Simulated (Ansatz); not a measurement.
## Which method gave which barrier?

Saddle point of Si₂H₅F₃, singlet (Si₂H₄F₂ ([F][SiH]([F])[SiH3]) + HF → SiHF₃ ([F][SiH]([F])[F]) + SiH₄; bonds formed: Si1–F7, Si2–H6; bonds broken: Si1–Si2, H6–F7), PBE0-D4/def2-TZVP structure:

Si1  (-0.217, -1.142, 0.193)
Si2  (-0.057, 1.390, -0.141)
F3  (-0.496, -2.118, -1.021)
F4  (0.240, -1.839, 1.538)
H5  (-1.595, -0.698, 0.542)
H6  (1.146, -0.042, -0.324)
F7  (1.616, -1.070, -0.343)
H8  (-0.508, 1.746, 1.226)
H9  (1.049, 2.296, -0.563)
H10  (-1.178, 1.477, -1.108)
(Å)

Ansatz 0.2.0; basis: def2-TZVPP, with def2-QZVPP for the basis limit; cores frozen in the correlated methods. B3LYP uses VWN-RPA correlation. Extrapolation: Hartree–Fock as exp(−7.88 √X), correlation as X^−2.97. Four methods, as single points on the PBE0-D4 structures, gave these electronic barriers from the start structure: 1.124, 1.461, 1.534, 2.244 eV.

(1) The methods were, in alphabetical order, B3LYP-D4, CCSD(T), HF, PBE-D4. Which gave which? (Judge from chemistry; the calculation decides.)

No T1 diagnostic of these runs exceeds 0.014. The start structure is not quite a true minimum (one mode of 43i cm⁻¹).

## Answers

(1) Computed: PBE-D4 1.124; B3LYP-D4 1.461; CCSD(T) 1.534; HF 2.244 eV. For comparison, CCSD(T) at an estimated basis limit (MP2 extrapolated from triple and quadruple zeta, plus CCSD(T) − MP2 in triple zeta) gives 1.528 eV.

Labels in which every atom is bracketed show which atoms are joined, not bond orders.

For scale, one of the runs: CCSD(T)/def2-TZVPP, 247 basis functions, launched by `ansatz run in.yaml --threads 8 --pin off --events-out ev --progress --plain --max-ram 19148MiB`. The run took 72 s on 8 CPU threads of an Arm Neoverse V2 (shared host), with 5.2 GiB of host memory at its peak.
